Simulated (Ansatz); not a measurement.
Z-matrix (Å, degrees):
```
Hf
S 1 2.427
S 1 2.427 2 107.7
F 1 1.894 2 111.2 3 122.0
S 1 2.427 2 107.7 3 -115.9
H 2 1.349 1 91.0 3 -162.7
H 3 1.349 1 91.0 2 81.6
H 5 1.349 1 91.0 2 -162.6
```

Charge 0, multiplicity 1. Hf takes the def2 core potential.

(1) List the PBE0/def2-TZVPP orbital energies in eV (Ansatz 0.2.0). (Best estimate.)

Results:

(1) Computed: Occupied: -2422.54, -2422.54, -2422.54, -673.99, -217.91, -217.91, -217.91, -161.75, -161.75, -161.75, -161.62, -161.62, -161.62, -161.60, -161.60, -161.60, -69.23, -38.18, -37.43, -37.43, -31.87, -20.43, -20.18, -20.18, -13.06, -12.58, -12.58, -11.72, -11.69, -11.69, -9.62, -8.94, -8.94, -8.26, -8.26, -7.86. Lowest empty: -1.77, -1.77, -1.05, -0.75, -0.75, -0.53, 0.81, 0.81.
